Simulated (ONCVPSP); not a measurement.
# An all-electron radial function and its pseudo partner (Rh (Z = 45))

Columns: radius, all-electron u(r) and pseudo u(r) of the 4d shell (level -6.43 eV) of rhodium in the configuration [Ar] 3d10 4s2 4p6 4d8 5s0.75 5p0.25; Wu-Cohen, scalar-relativistic, ONCV scheme, ONCVPSP 4.0.1.

```csv
r (bohr),all-electron,pseudo
0.093,-0.1573,0.0026
0.185,-0.3783,0.0195
0.278,-0.3897,0.0612
0.370,-0.2330,0.1307
0.463,-0.0032,0.2281
0.555,0.2277,0.3456
0.648,0.4305,0.4767
0.740,0.5883,0.6063
0.833,0.7037,0.7219
0.925,0.7786,0.8059
1.018,0.8215,0.8516
1.110,0.8387,0.8605
1.203,0.8373,0.8458
1.295,0.8225,0.8233
1.388,0.7984,0.7984
1.480,0.7686,0.7685
1.573,0.7347,0.7347
1.665,0.6993,0.6992
1.758,0.6627,0.6627
1.850,0.6266,0.6265
1.943,0.5908,0.5907
2.035,0.5565,0.5564
2.128,0.5231,0.5230
2.220,0.4915,0.4914
2.313,0.4612,0.4611
2.405,0.4327,0.4326
```

Problem. How many radial nodes do the two functions have?

Solution. The all-electron 4d function has n − l − 1 = 1; the pseudo-wave has 0, since the states of the same l below it are removed with the core.

Problem. At about which radius was the pseudo-wave matched?

Solution. 1.35 bohr, where the columns begin to agree (steps of 0.09 bohr).

Problem. Is the pseudo-wave norm-conserving?

Solution. Yes: the ONCV scheme keeps the norm inside the radius equal to the all-electron one, which fixes the energy derivative of the logarithmic derivative at the level.
